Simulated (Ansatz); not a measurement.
A structure relaxed at PBE-D4/def2-SVP in Ansatz, charge 0, singlet:

```csv
atom,x (Å),y (Å),z (Å)
B1,0.805,-0.423,-1.890
H2,1.621,0.340,-2.382
H3,0.922,-1.614,-2.129
C4,-0.287,0.082,-0.892
C5,0.302,-0.102,0.539
C6,-0.663,0.355,1.637
H7,-1.224,-0.513,-0.953
H8,-0.547,1.153,-1.029
H9,1.256,0.464,0.630
H10,0.568,-1.170,0.701
H11,-1.613,-0.217,1.599
H12,-0.223,0.215,2.646
H13,-0.918,1.430,1.525
```

**Question.** Give its formula, name or SMILES.

**Answer.** BH2(nPr) (C₃H₉B).

**Question.** Summarise the bond lengths by kind (pairs closer than 1.2 times the sum of covalent radii, bridged metal pairs left out).

**Answer.** 2 × C–C 1.53 to 1.56 Å; 1 × B–C 1.56 Å; 7 × C–H 1.11 Å; 2 × B–H 1.22 Å.
